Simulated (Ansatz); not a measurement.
```yaml
atoms:
  - { symbol: C, position_ang: [-0.0366, -0.0069, -1.4778] }
  - { symbol: Br, position_ang: [0.0159, -0.0073, 0.4652] }
  - { symbol: H, position_ang: [0.0436, -1.0312, -1.8350] }
  - { symbol: H, position_ang: [-0.9093, 0.5425, -1.9016] }
  - { symbol: H, position_ang: [0.9495, 0.5190, -1.8662] }
```

Basis set: aug-cc-pVDZ (spherical functions). Left uncorrelated: 10 orbitals. Charge 0, multiplicity 1.

Computed with Ansatz (development build ahead of 0.2.0); each method stands on the lowest determinant of its kind that the runs found. Restricted open shells among the atoms or ions are ROHF, correlated in semicanonical orbitals with singles.

Question: Give the atomization energy at this shape (free ground-state atoms in the same class of orbitals less the molecule, no zero-point energy) of singlet CH3Br by RHF-MP2, RHF.

Answer:

| method | atomization energy |
| --- | --- |
| RHF-MP2 | 359.46 kcal/mol |
| RHF | 281.78 kcal/mol |
